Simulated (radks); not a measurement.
Results of a calculation; reference values are marked as such.
Radial electron density D(r) = 4 pi r^2 rho(r) of an atom or ion with 24 electrons. Code: a radial shooting solver on a logarithmic mesh with Libxc functionals. Model: scalar-relativistic Kohn-Sham, BLYP, spin-polarised, spherical densities, finite nucleus; Fermi nuclear charge, rms radius of each element as measured or else 0.836 A^(1/3) + 0.57 fm.

r (bohr)   D(r) (e/bohr)  spin D(r)
0.0009808          4.250  -0.000201
0.001247           6.265  -0.000295
0.001572           9.033  -0.000425
0.001999           13.04  -0.000610
0.002541           18.53  -0.000862
0.00323            25.84   -0.00119
0.004107           35.15   -0.00160
0.005179           45.98   -0.00207
0.006584           58.45   -0.00256
0.00837            70.82   -0.00295
0.01064            80.91   -0.00291
0.01353            86.30   -0.00150
0.0172             85.63    0.00431
0.02169            80.65     0.0233
0.02757            76.30     0.0862
0.03505            79.77      0.276
0.04455            93.35      0.798
0.05664            108.3       2.08
0.07142            109.3       4.64
0.0908             91.21       9.22
0.1154             70.82       15.3
0.1467             69.05       20.5
0.1865             76.36       20.8
0.2352             65.17       15.4
0.2991             34.50       7.42
0.3802             10.03       2.12
0.4833             1.408      0.312
0.6144           0.08175     0.0200
0.7748          0.001885   0.000530

What is the nuclear charge?

Answer. Z = 65. The innermost maximum, from 1s, lies near gamma/Z bohr with gamma = sqrt(1 - (Z/c)^2) = 0.880, here 0.0135 bohr (found: 0.0148), and its height grows with Z. The density is that of the terbium ion Tb41+ in [Ar] 3d6; the configuration itself is not fixed sharply by these data, and Z only to a few units. D(r) has 3 maxima, at r = 0.0148, 0.0644, 0.190 bohr, and minima at 0.0287, 0.132 bohr, inside which lie 1.95, 11.19 electrons.
